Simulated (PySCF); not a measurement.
## Yb (ytterbium, neutral) across methods

[Xe] 4f14 6s1 6p1, high-spin 3P determinant (an excited configuration). All numbers are calculated (PySCF 2.14, the spin-free X2C one-electron Hamiltonian (Gaussian nucleus), in ANO-RCC-VTZP).

```csv
method,E (hartree),mean ε 4f α (eV),mean ε 4f β (eV),mean ε 6p α (eV),Σ⟨r²⟩ (bohr²),⟨S²⟩
LDA,-14049.75,-4.222,-4.181,-2.049,84.07,2.000
UHF,-14054.02879,-15.058,-15.040,-3.943,87.91,2.000
r2SCAN,-14059.26,-3.751,-3.694,-2.151,84.52,2.000
PBE0,-14058.92,-6.885,-6.854,-2.612,85.04,2.000
PBE,-14059.20,-3.916,-3.874,-2.086,84.76,2.000
```

Spin-orbit coupling, absent here, splits the open shell strongly.
